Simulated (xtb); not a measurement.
C2H4O2, triplet, geometry from GFN2-xTB (a higher spin typed on purpose: for a closed-shell molecule this is an excited state), atoms displaced at random by about 0.06 Å a coordinate; GFN2-xTB (xtb).

The xtb input:
```
$ xtb mol.xyz --gfn 2 --chrg 0 --uhf 2 --ohess --json

# file mol.xyz
8

C     -1.35560600    -0.11433250     0.49688779
O     -0.23524075    -0.80102124     0.08717939
C      0.93337858     0.00397268    -0.02984724
O      1.01104529     1.02881396    -0.66511507
H     -1.60744648     0.57127970    -0.43551012
H     -2.14201459    -1.05775696     0.19225148
H     -1.50881660     0.17646524     1.31964202
H      1.31853095     0.26250385     0.93114728
```

The log (banner, timings and long lists left out):

```
   ID    Z sym.   atoms
    1    6 C      1, 3
    2    8 O      2, 4
    3    1 H      5-8

           -------------------------------------------------
          |                Calculation Setup                |
           -------------------------------------------------

           -------------------------------------------------
          |                 G F N 2 - x T B                 |
           -------------------------------------------------

          ...................................................
          :                      SETUP                      :
          :.................................................:
          :  # basis functions                  20          :
          :  # atomic orbitals                  20          :
          :  # shells                           12          :
          :  # electrons                        24          :
          :  max. iterations                   250          :
          :  Hamiltonian                  GFN2-xTB          :
          :  restarted?                      false          :
          :  GBSA solvation                  false          :
          :  PC potential                    false          :
          :  electronic temp.          300.0000000     K    :
          :  accuracy                    1.0000000          :
          :  -> integral cutoff          0.2500000E+02      :
          :  -> integral neglect         0.1000000E-07      :
          :  -> SCF convergence          0.1000000E-05 Eh   :
          :  -> wf. convergence          0.1000000E-03 e    :
          :  Broyden damping             0.4000000          :
          :  net charge                          0          :
          :  unpaired electrons                  2          :
          ...................................................

 iter      E             dE          RMSdq      gap      omega  full diag
   1    -14.3462920 -0.143463E+02  0.440E+00    6.07       0.0  T
   2    -14.3560758 -0.978384E-02  0.250E+00    5.65       1.0  T
   3    -14.3532765  0.279933E-02  0.934E-01    6.06       1.0  T
   4    -14.3562154 -0.293893E-02  0.431E-01    5.74       1.0  T
   5    -14.3573038 -0.108838E-02  0.108E-01    5.82       1.0  T
   6    -14.3573053 -0.148697E-05  0.540E-02    5.85       1.0  T
   7    -14.3573107 -0.539909E-05  0.131E-02    5.84       2.7  T
   8    -14.3573113 -0.574357E-06  0.528E-03    5.84       6.7  T
   9    -14.3573113 -0.319668E-07  0.123E-03    5.84      28.8  T
  10    -14.3573113 -0.402327E-08  0.292E-04    5.84     121.1  T
  11    -14.3573113 -0.707630E-10  0.548E-05    5.84     645.2  T

   *** convergence criteria satisfied after 11 iterations ***

 transition dipole moment (au) for excitation:          12          13
     X       Y       Z
   0.0782   0.1667   0.0993  total (au/Debye):    0.209   0.532
 dE (eV)             :    3.558
 oscillator strength :  0.53977E-02

         :::::::::::::::::::::::::::::::::::::::::::::::::::::
         ::                     SUMMARY                     ::
         :::::::::::::::::::::::::::::::::::::::::::::::::::::
         :: total energy             -14.195467596303 Eh    ::
         :: gradient norm              0.433795635300 Eh/a0 ::
         :: HOMO-LUMO gap              5.839187278475 eV    ::
         ::.................................................::
         :: SCC energy               -14.357310950271 Eh    ::
         :: -> isotropic ES            0.031979091990 Eh    ::
         :: -> anisotropic ES          0.000709847616 Eh    ::
         :: -> anisotropic XC         -0.000935202053 Eh    ::
         :: -> dispersion             -0.002826409446 Eh    ::
         :: repulsion energy           0.161843353968 Eh    ::
         :: add. restraining           0.000000000000 Eh    ::
         :: total charge               0.000000000000 e     ::
         :::::::::::::::::::::::::::::::::::::::::::::::::::::

      -----------------------------------------------------------
[...]
 * total energy  :   -14.1954676 Eh     change       -0.6696865E-11 Eh
 * total energy  :   -14.2603834 Eh     change       -0.6491583E-01 Eh
 * total energy  :   -14.2697206 Eh     change       -0.9337204E-02 Eh
 * total energy  :   -14.2705333 Eh     change       -0.8126831E-03 Eh
 * total energy  :   -14.2708670 Eh     change       -0.3336922E-03 Eh
 * total energy  :   -14.2710048 Eh     change       -0.1378337E-03 Eh
 * total energy  :   -14.2710340 Eh     change       -0.2913144E-04 Eh
 * total energy  :   -14.2710512 Eh     change       -0.1719459E-04 Eh
 * total energy  :   -14.2710563 Eh     change       -0.5129503E-05 Eh
 * total energy  :   -14.2710579 Eh     change       -0.1612921E-05 Eh
   *** GEOMETRY OPTIMIZATION CONVERGED AFTER 10 ITERATIONS ***
         :: total energy             -14.271057903837 Eh    ::
[...]
   9: 15.00  10:  5.46  11: 11.21  12: 25.66  13: 30.86  14: 28.73  15:  4.67  16:  7.39
  17:  2.97  18: 38.49  19: 10.25  20: 77.69  21:  4.96  22: 15.81  23: 10.61  24:  0.84
 Raman intensities (Ä⁴*amu⁻¹)
   1:  0.00   2:  0.00   3:  0.00   4:  0.00   5:  0.00   6:  0.00   7:  0.00   8:  0.00
   9:  0.00  10:  0.00  11:  0.00  12:  0.00  13:  0.00  14:  0.00  15:  0.00  16:  0.00
  17:  0.00  18:  0.00  19:  0.00  20:  0.00  21:  0.00  22:  0.00  23:  0.00  24:  0.00
 output can be read by thermo (or use thermo option).
 writing <g98.out> molden fake output.
 recommended (thermochemical) frequency scaling factor: 1.0
           -------------------------------------------------
          |             Thermodynamic Functions             |
           -------------------------------------------------

c1  symmetry found (for desy threshold:  0.10E+00) used in thermo

          ...................................................
          :                      SETUP                      :
          :.................................................:
          :  # frequencies                          18      :
          :  # imaginary freq.                       0      :
          :  linear?                             false      :
          :  only rotor calc.                    false      :
          :  symmetry                               c1      :
          :  rotational number                       1      :
          :  scaling factor                  1.0000000      :
          :  rotor cutoff                   50.0000000 cm⁻¹ :
          :  imag. cutoff                  -20.0000000 cm⁻¹ :
          :.................................................:

    mode    ω/cm⁻¹     T·S(HO)/kcal·mol⁻¹    T·S(FR)/kcal·mol⁻¹   T·S(vib)
   ------------------------------------------------------------------------
       1    114.49    -0.95149 ( 96.49%)    -0.81050 (  3.51%)    -0.94654
       2    175.15    -0.70944 ( 99.34%)    -0.68476 (  0.66%)    -0.70927
   ------------------------------------------------------------------------

   temp. (K)  partition function   enthalpy   heat capacity  entropy
                                   cal/mol     cal/K/mol   cal/K/mol   J/K/mol
 298.15  VIB   5.93                 1363.659      9.496      8.094
         ROT  0.345E+05              888.752      2.981     23.745
         INT  0.204E+06             2252.411     12.477     31.838
         TR   0.450E+27             1481.254      4.968     38.181
         TOT                        3733.6652    17.4447    70.0188   292.9586

       T/K    H(0)-H(T)+PV         H(T)/Eh          T*S/Eh         G(T)/Eh
   ------------------------------------------------------------------------
    298.15    0.594997E-02    0.604740E-01    0.332682E-01    0.272058E-01
   ------------------------------------------------------------------------

         :::::::::::::::::::::::::::::::::::::::::::::::::::::
         ::                  THERMODYNAMIC                  ::
         :::::::::::::::::::::::::::::::::::::::::::::::::::::
         :: total free energy         -14.243852108005 Eh   ::
         ::.................................................::
         :: total energy              -14.271057903839 Eh   ::
         :: zero point energy           0.054524005354 Eh   ::
         :: G(RRHO) w/o ZPVE           -0.027318209521 Eh   ::
         :: G(RRHO) contrib.            0.027205795833 Eh   ::
         :::::::::::::::::::::::::::::::::::::::::::::::::::::

optimized geometry written to: xtbopt.xyz

           -------------------------------------------------
          | TOTAL ENERGY              -14.271057903839 Eh   |
          | TOTAL ENTHALPY            -14.210583924289 Eh   |
          | TOTAL FREE ENERGY         -14.243852108005 Eh   |
          | GRADIENT NORM               0.000434722223 Eh/α |
          | HOMO-LUMO GAP               8.859869233419 eV   |
           -------------------------------------------------

normal termination of xtb
```
